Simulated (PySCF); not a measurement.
# Steps of a relaxation of TmO(OH)

TmO(OH) (singlet in the valence; each metal's 4f electrons, 12 of them, lie in its core potential, out of spins and levels). PySCF 2.14.0, RKS PBE0, Tm lcecp-1-SVP with ECP58, O def2-SVP, H def2-SVP; non-relativistic Hamiltonian with scalar-relativistic core potentials where named; density fitting; no spin-orbit coupling. Origin of the start: template. Columns: position (Å) and force (eV/Å). Energies are counted from the last step; some of the 18 steps are shown. Forces carry noise of the integration grid, about 0.01 to 0.03 eV/Å.

Run from Python with OMP_NUM_THREADS=2. Where DIIS fails, smearing, a level shift and second-order steps follow.
It took 48 s on 2 threads of Arm Neoverse V1, on a shared host, from the converged density of the start.

```xyz
4
step 0  E = 0.377 eV
Tm    0.0389   -0.0004   -0.1309    -2.22   -0.03   -0.70
O     1.6666   -0.0004    0.5976     1.25    0.01    0.94
O    -1.8969   -0.0004    0.7354     0.41    0.11   -0.50
H    -2.8565    0.0901    0.7945     0.56   -0.08    0.25
```

```xyz
4
step 6  E = 0.065 eV
Tm    0.0002   -0.0350   -0.3567    -0.25   -0.01   -0.05
O     1.3835    0.0211    0.8059     0.28    0.01    0.18
O    -1.8142    0.0243    0.5103    -0.49    0.03   -0.10
H    -2.6175    0.0784    1.0370     0.45   -0.03   -0.04
```

```xyz
4
step 11  E = 0.003 eV
Tm   -0.0177   -0.0416   -0.3952     0.04   -0.02   -0.10
O     1.2547    0.0300    0.8954     0.03    0.02    0.05
O    -1.9014    0.0202    0.3289    -0.33    0.04    0.49
H    -2.3836    0.0802    1.1674     0.26   -0.03   -0.45
```

**Question.** Where does the relaxation end?

**Answer.** It converges at step 17 in Cs:
```xyz
4
step 17  E = 0
Tm   -0.0190   -0.0436   -0.4007
O     1.2431    0.0311    0.9012
O    -1.9050    0.0232    0.3284
H    -2.3671    0.0781    1.1674
```

**Question.** How did the contacts change?

**Answer.** 
| contact | start (Å) | end (Å) |
| --- | --- | --- |
| Tm1–O2 (O) | 1.783 | 1.815 |
| Tm1–O3 (OH) | 2.121 | 2.023 |


An lcecp potential fixes the number of 4f electrons, so in runs with it no electron can move into or out of that shell.
